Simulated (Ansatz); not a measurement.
`C=[CH][InH2]` + `BC` → `C[BH][InH2]` + ethylene at 500 K and 1 bar (formal exchange of groups at the In–C bond).

Calculated with Ansatz (gas phase, PBE0-D4/def2-TZVP geometries, no zero-point term in ΔE). CBS: MP2 limit from def2 TZ/QZ plus the TZ coupled-cluster correction, frozen cores. This one scheme is used for every species. Elements past krypton have def2 core potentials. For In outer-core shells are correlated without core-valence functions, which leaves a few kJ/mol of doubt a bond.

```tsv
species	CCSD(T)/CBS energy (Eh)	H − E (kJ/mol)	S (J/(mol·K))
`C=[CH][InH2]`	-268.86241	174.9	358.9
`BC`	-65.83255	172.2	281.8
`C[BH][InH2]`	-256.21482	196.8	386.1
`C=C`	-78.48111	155.1	245.3
```

H − E and S are ideal-gas, rigid-rotor, harmonic terms from PBE0-D4/def2-TZVP, for one conformer and one mirror image of each species. 1 Eh = 2625.50 kJ/mol, R = 8.31446 J/(mol·K).

Task: By hand: ΔE, ΔH, ΔS and ΔG.

Result: ΔE = (-256.21482) + (-78.48111) − (-268.86241) − (-65.83255) = -0.00097 Eh = -2.5 kJ/mol. Δ(H − E) = 196.8 + 155.1 − 174.9 − 172.2 = 4.8, so ΔH = 2.3 kJ/mol. ΔS = 386.1 + 245.3 − 358.9 − 281.8 = -9.3 J/(mol·K). ΔG = 2.3 − 500 × (-9.3)/1000 = 7.0 kJ/mol.

Task: By hand: the equilibrium constant, and the temperature at which ΔG would vanish if ΔH and ΔS stayed fixed.

Result: log₁₀ K = −ΔG/(RT ln 10) = -0.7. ΔH and −TΔS have one sign here, so there is no such temperature.

TΔS isn't small against ΔH here. A doubt of 5 kJ/mol in ΔE shifts log₁₀ K by 0.5 here. Other conformers and mirror images would add mixing entropy, several J/(mol·K) or more a flexible species. These are equilibria of isolated gas molecules and say nothing of rates. Largest T1 diagnostic: 0.014 (customary marks: 0.02 for closed shells, 0.045 for open ones).

ΔS is within the doubt of such terms, so its sign, and with it that verdict, could turn.
